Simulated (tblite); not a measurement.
Species: C₆H₁₃FSi₂.
Structure used (GFN2-xTB), in Å, numbered top down from 1:
```
atom  x, y, z in Å
C1     3.802    0.263    0.636
Si2    2.185    0.779   -0.208
C3     0.872   -0.484    0.252
C4    -0.373   -0.529   -0.206
C5    -0.994    0.444   -1.164
C6    -2.292    0.976   -0.535
Si7   -3.031   -0.508    0.408
C8    -1.403   -1.531    0.241
F9    -1.035   -2.180    1.408
H10    4.578    1.007    0.482
H11    4.170   -0.681    0.244
H12    3.669    0.145    1.708
H13    2.388    0.835   -1.665
H14    1.793    2.122    0.255
H15    1.158   -1.248    0.967
H16   -1.233   -0.081   -2.094
H17   -0.301    1.250   -1.400
H18   -2.947    1.401   -1.293
H19   -2.048    1.783    0.157
H20   -4.134   -1.168   -0.294
H21   -3.337   -0.251    1.811
H22   -1.496   -2.326   -0.512
```

Method: GFN2-xTB as coded in tblite; computed harmonic values from a numerical Hessian at the method's own geometry, unscaled. Against measured fundamentals such values can be off by several per cent, at times by over 20. Modes of hydrogen on silicon can be 10 to 20 % off. One conformer, not necessarily the lowest.

Harmonic wavenumbers (cm⁻¹): 32.6, 56.0, 90.1, 105.8, 125.1, 155.9, 195.2, 232.2, 265.8, 369.6, 410.9, 459.8, 463.0, 478.6, 536.7, 587.9, 604.6, 642.2, 681.4, 690.4, 721.2, 742.8, 758.9, 766.1, 793.1, 799.4, 820.7, 835.1, 845.5, 918.5, 936.7, 1029.4, 1047.8, 1102.0, 1115.3, 1132.5, 1179.1, 1260.1, 1263.9, 1292.2, 1316.0, 1376.7, 1472.2, 1484.2, 1492.8, 1497.0, 1690.9, 2170.9, 2188.4, 2259.6, 2309.8, 2871.5, 2939.9, 2983.9, 3006.0, 3010.8, 3030.8, 3034.6, 3037.1, 3044.8.

A = 2170, B = 596.4, C = 496.4 MHz; mass 160.054 u (most abundant isotopes); point group C1, symmetry number 1.

Zero-point energy?

Half the sum of the wavenumbers: 36381 cm⁻¹ = 104.02 kcal/mol.

Entropy at 298.15 K, 1 bar (ideal gas, RRHO, classical rotation)?

Translation 41.15, rotation 30.59, vibration 38.11: S = 109.9 cal/(mol K).

And Cp and H(298.15 K) − H(0)?

Cp = 47.67 cal/(mol K), of which vibrations give 39.72 (their classical limit is 60 R = 119.2); H(298.15 K) − H(0) = 8.27 kcal/mol without the zero-point energy, 5.90 from vibrations.

Which modes carry the vibrational entropy at 298.15 K?

32.6 cm⁻¹: 5.66; 56.0 cm⁻¹: 4.59; 90.1 cm⁻¹: 3.66; 105.8 cm⁻¹: 3.34; 125.1 cm⁻¹: 3.02; 155.9 cm⁻¹: 2.60 cal/(mol K); the other 54 give 15.23 together.

What must be added to the electronic energy to get the Gibbs energy at 298.15 K and 1 bar?

ZPE + [H(298.15 K) − H(0)] − T·S = 104.02 + 8.27 − 32.75 = 79.54 kcal/mol.

How do the functions run with temperature in this model?

```csv
T (K),S (cal/(mol K)),Cp (cal/(mol K)),H − H(0) (kcal/mol),G − H(0) (kcal/mol),ln q(vib)
100,75.0,21.6,1.48,-6.02,2.57
200,93.7,34.2,4.24,-14.49,5.95
300,110.1,47.9,8.36,-24.69,9.28
500,140.1,69.7,20.27,-49.78,15.93
800,177.6,89.6,44.45,-97.64,25.37
1000,198.6,98.2,63.27,-135.31,31.15
```

q(vib) and H(0) count from the zero-point level.

Blend soft modes into free rotors: weight 1/[1 + (100 cm⁻¹/ν̃)⁴] for the oscillator and the rest for a rotor with moment μB/(μ + B), μ = h/(8π²ν), B = 10⁻⁴⁴ kg m². What vibrational entropy results?

34.60 cal/(mol K) in place of 38.11, which changes −T·S at 298.15 K by +1.05 kcal/mol.

Hindered rotation and anharmonicity are outside this model. Other conformers, if any are populated, would add a mixing term that is left out. The structure is chiral; the term R ln 2 for an equal mix with its mirror image is left out.

Time: 2.1 s of wall time. Hardware: an Arm Neoverse N1 with one thread, no GPU, on a shared host. The figure is for the frequency step alone.
